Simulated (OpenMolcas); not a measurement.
# Multiconfigurational calculation on Ni2+

Input:

```
&GATEWAY
Coord
1

Ni 0.0 0.0 0.0
Basis=ANO-RCC-VTZP
Group=XYZ
NoMove
AngMom=0.0 0.0 0.0
AMFI
&SEWARD
&RASSCF
FileOrb=start.orb
Symmetry=1
Spin=3
nActEl=8 0 0
Inactive=3 6
Ras2=5 0
CIRoot=10 10 1
SDav=10
CIMx=300
Iter=120 100
PrWF=0.3
OrbListing=Nothing
MaxOrb=0
Atom
>>> COPY $Project.JobIph JOB001
&RASSCF
FileOrb=start.orb
Symmetry=1
Spin=1
nActEl=8 0 0
Inactive=3 6
Ras2=5 0
CIRoot=15 15 1
SDav=15
CIMx=300
Iter=120 100
PrWF=0.3
OrbListing=Nothing
MaxOrb=0
Atom
>>> COPY $Project.JobIph JOB002
&RASSI
NrOfJobIphs=2 10 15
1 2 3 4 5 6 7 8 9 10
1 2 3 4 5 6 7 8 9 10 11 12 13 14 15
IphNames
JOB001
JOB002
EJob
SpinOrbit
DIPRint=1.0
SOCoupling=1000.0
Subsets=2
MEES
Property=10
'ANGMOM' 1 'ANGMOM' 2 'ANGMOM' 3 'MLTPL  1' 1 'MLTPL  1' 2 'MLTPL  1' 3
'AMFI' 1 'AMFI' 2 'AMFI' 3 'MLTPL  2' 6
SOProperty=3
'ANGMOM' 1 'ANGMOM' 2 'ANGMOM' 3
```

Launched by
```bash
OMP_NUM_THREADS=1 MOLCAS_MEM=1689 MOLCAS_PROJECT=a pymolcas a.inp > a.log  # once for each step of the input, in one work folder
```

A driver script runs the steps one by one and writes start.orb anew before each from the orbitals found so far.

Output, cut to the results:

```
--- SEWARD ---
Basis set label: NI.ANO-RCC...6S5P3D2F1G.

      Electronic valence basis set:
      ------------------
      Associated Effective Charge  28.000000 au
      Associated Actual Charge     28.000000 au
      Nuclear Model: Point charge

      Shell  nPrim  nBasis  Cartesian Spherical Contaminant
         s      21       6        X
         p      15       5        X
         d      10       3                 X
         f       6       2                 X
         g       4       1                 X
                  Relativistic Douglas-Kroll-Hess integrals:
                    - DKH order of Hamiltonian: 2
                    - DKH order of Properties : 0
                  Atomic mean-field integrals
--- RASSCF ---
Wave function specifications:
      -----------------------------

      Number of closed shell electrons          18
      Number of electrons in active shells       8
      Max number of holes in RAS1 space          0
      Max nr of electrons in RAS3 space          0
      Number of inactive orbitals                9
      Number of active orbitals                  5
      Number of secondary orbitals              45
      Spin quantum number                      1.0
      State symmetry                             1
Orbital specifications:
      -----------------------

      Symmetry species                           1   2
                                                ag  au
      Frozen orbitals                            0   0
      Inactive orbitals                          3   6
      Active orbitals                            5   0
      RAS1 orbitals                              0   0
      RAS2 orbitals                              5   0
      RAS3 orbitals                              0   0
      Secondary orbitals                        22  23
      Deleted orbitals                           0   0
      Number of basis functions                 30  29
      Number of CSFs                            10
      Number of root(s) required                10
      Iter CI   SX   CI       RASSCF       Energy    max ROT     max BLB   max BLB  Level Ln srch  Step   QN
          iter iter root      energy       change     param      element    value   shift minimum  type update
 Nr of preliminary CI iterations:   1
      Total energies have been shifted. Add                -1000.00 au
        1   1    8    0  -518.07287092    0.00E+00  -1.02E-01*   6  14 1  3.06E-01*  0.00   0.00    SX    NO
        2   1    9    0  -518.13469909   -6.18E-02*  6.15E-02    6  12 2  2.74E-01*  0.00   0.00    SX    NO
        3   1    8    0  -518.14241987   -7.72E-03*  5.96E-02    4  10 2 -2.28E-01*  0.00   0.00    SX    NO
        4   1    9    0  -518.15179375   -9.37E-03*  5.41E-02    6  12 2  2.09E-01*  0.00   0.00    SX    NO
        5   1    8    0  -518.15548714   -3.69E-03*  2.33E-02    6  12 2 -1.92E-01*  0.00   0.52    LS   YES
        6   1    8    0  -518.18512051   -2.96E-02* -4.06E-03    6  14 1  1.92E-02*  0.00   1.12    QN   YES
        7   1    7    0  -518.18550108   -3.81E-04*  2.80E-04    6  12 2  1.19E-03*  0.00   0.94    QN   YES
        8   1    5    0  -518.18550296   -1.88E-06* -3.49E-06    3  12 2 -2.84E-05   0.00   1.00    QN   YES
        9   1    4    0  -518.18550296   -7.04E-10   5.53E-07    3  11 1 -4.20E-06   0.00   1.17    QN   YES
      Convergence after  9 iterations
       10   1    4    0  -518.18550296   -1.91E-11   5.53E-07    5  14 2 -1.76E-07   0.00   1.17    QN   YES
      Natural orbitals and occupation numbers for root  1
      sym 1:   1.157183   2.000000   1.842817   1.842817   1.157183
      Natural orbitals and occupation numbers for root  2
      sym 1:   1.215155   2.000000   1.215155   1.784845   1.784845
      Natural orbitals and occupation numbers for root  3
      sym 1:   2.000000   1.763240   1.236760   1.763240   1.236760
::    RASSCF root number  1 Total energy:  -1518.21261748
::    RASSCF root number  2 Total energy:  -1518.21261748
::    RASSCF root number  3 Total energy:  -1518.21261748
::    RASSCF root number  4 Total energy:  -1518.21261748
::    RASSCF root number  5 Total energy:  -1518.21261748
::    RASSCF root number  6 Total energy:  -1518.21261748
::    RASSCF root number  7 Total energy:  -1518.21261748
::    RASSCF root number  8 Total energy:  -1518.12223576
::    RASSCF root number  9 Total energy:  -1518.12223576
::    RASSCF root number 10 Total energy:  -1518.12223576
--- RASSCF ---
Wave function specifications:
...
--- RASSI ---
SPIN-FREE ENERGIES:
  (Shifted by EMIN (a.u.) =      -1518.2126174791)

 SF State       Relative EMIN(au)   Rel lowest level(eV)    D:o, cm**(-1)      L_eff

     1             0.0000000000        0.0000000000              0.0000         3.0
     2             0.0000000000        0.0000000000              0.0000         3.0
     3             0.0000000000        0.0000000000              0.0000         3.0
     4             0.0000000000        0.0000000000              0.0000         3.0
     5             0.0000000000        0.0000000000              0.0000         3.0
     6             0.0000000000        0.0000000000              0.0000         3.0
     7             0.0000000000        0.0000000000              0.0000         3.0
    11             0.0746230082        2.0305954999          16377.8572         2.0
    12             0.0746230082        2.0305954999          16377.8572         2.0
    13             0.0746230082        2.0305954999          16377.8572         2.0
    14             0.0746230082        2.0305954999          16377.8572         2.0
    15             0.0746230082        2.0305954999          16377.8572         2.0
    10             0.0903817143        2.4594117374          19836.4934         1.0
     8             0.0903817143        2.4594117374          19836.4934         1.0
     9             0.0903817143        2.4594117374          19836.4934         1.0
    16             0.1166578545        3.1744219362          25603.4396         4.0
    17             0.1166578545        3.1744219362          25603.4396         4.0
    18             0.1166578545        3.1744219362          25603.4396         4.0
    19             0.1166578545        3.1744219362          25603.4396         4.0
    20             0.1166578545        3.1744219362          25603.4396         4.0
    21             0.1166578545        3.1744219362          25603.4396         4.0
...
```

Levels above the lowest, from the spin-orbit matrix, grouped by J:

```csv
Configuration,Term,J,E (cm⁻¹),Measured (cm⁻¹),Term weight %,Second
3d⁸,³F,4,0.0,0.0,100,
3d⁸,³F,3,1344,1361,100,
3d⁸,³F,2,2270,2270,100,
3d⁸,¹D,2,17184,14032,92,8 ³P
3d⁸,³P,2,20793,16662,92,8 ¹D
3d⁸,³P,1,21181,16978,100,
3d⁸,³P,0,21451,17231,100,
3d⁸,¹G,4,26632,23109,100,
3d⁸,¹S,0,64189,52532,100,
```

Against the 8 measured excited levels shown (Corliss and Sugar, J. Phys. Chem. Ref. Data 10, 197 (1981)) the mean absolute deviation is 3900 cm-1; the largest miss in energy is 3d⁸ ¹S₀: computed 64189, measured 52532 cm⁻¹ (+22.2 %).

Without dynamic correlation excited terms often stand tens of per cent too high (terms of higher spin than the ground term too low), and those without a measured partner can miss by more than the paired ones. Some levels mix across a computed gap that differs much from the measured one, so their mixing is not that of the real levels. Measured partners are found by configuration, term and J. A level has none where our copy of the source lacks it or the pairing is in doubt (some pairs that miss far off the trend of their configuration count as doubtful), and it then counts in no deviation. Only configurations of the active space appear.

The RASSCF and RASSI steps took 3.6 s on 1 thread of Intel(R) Xeon(R) 6975P-C (Granite Rapids) (shared host); the integral step is not counted.

The term weight is that of the spin-free term in the level, not the purity of its configuration.
